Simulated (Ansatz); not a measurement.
Reaction (redistribution): `[NH2][SnH]([OH])[F]` + `[NH2][Sc]([OH])[O][SiH3]` → `[NH2][SnH]([F])[O][SiH3]` + `[NH2][Sc]([OH])[OH]`

Program: Ansatz. Geometries: PBE0-D4/def2-TZVP. ΔE: electronic, gas phase. CCSD(T)/CBS adds triple-zeta CCSD(T) − MP2 to the extrapolated MP2 energy (def2 sets, frozen cores). def2 core potentials past Kr. For Sc, Sn outer-core shells are correlated without core-valence functions, which leaves a few kJ/mol of doubt a bond. Scalar relativity is left out up to krypton. One conformer a species, not always the lowest.

| species | CCSD(T)/CBS(def2) energy (Eh) |
| --- | --- |
| `[NH2][SnH]([OH])[F]` | -446.16360 |
| `[NH2][Sc]([OH])[O][SiH3]` | -1258.13339 |
| `[NH2][SnH]([F])[O][SiH3]` | -736.48292 |
| `[NH2][Sc]([OH])[OH]` | -967.80997 |

**Question.** Work out ΔE.

**Answer.** ΔE = (-736.48292) + (-967.80997) − (-446.16360) − (-1258.13339) = 0.00410 Eh = +10.8 kJ/mol.

Largest T1 diagnostic among the species: 0.016.

The D4 term adds −3.3 kJ/mol with B3LYP and −1.9 kJ/mol with PBE0; it sums over pairs of atoms, weighted by their polarisabilities, and B3LYP, whose exchange is more repulsive, gets the larger term.

B3LYP here is the variant with VWN-RPA as its local correlation; programs differ in this.
